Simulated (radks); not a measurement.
Spin polarisation of the 5d2 shell in neutral hafnium. Start: [Xe] 4f14 5d(up 1, down 1) 6s2; electrons of 5d are moved from spin down to spin up, other shells keep equal spins. Calculated with a radial shooting solver on a logarithmic mesh with Libxc functionals: non-relativistic Kohn-Sham, BLYP, spin-polarised, spherical densities, point nucleus.

moment (Bohr magnetons) = 0: E - E(0) (eV) 0.000; e(5d up) (eV) -3.574; e(5d down) (eV) -3.574; 6s down minus up (eV) 0.000
moment (Bohr magnetons) = 0.5: E - E(0) (eV) -0.030; e(5d up) (eV) -3.687; e(5d down) (eV) -3.449; 6s down minus up (eV) 0.122
moment (Bohr magnetons) = 1: E - E(0) (eV) -0.119; e(5d up) (eV) -3.786; e(5d down) (eV) -3.313; 6s down minus up (eV) 0.243
moment (Bohr magnetons) = 1.5: E - E(0) (eV) -0.266; e(5d up) (eV) -3.871; e(5d down) (eV) -3.168; 6s down minus up (eV) 0.361
moment (Bohr magnetons) = 2: E - E(0) (eV) -0.470; e(5d up) (eV) -3.939; e(5d down) (eV) -3.015; 6s down minus up (eV) 0.473

At moment 2 the spin-polarisation energy is -0.470 eV and the 5d exchange splitting 0.924 eV, that is 0.462 eV per Bohr magneton; E = -I m^2/4 would give I = 0.470 eV.
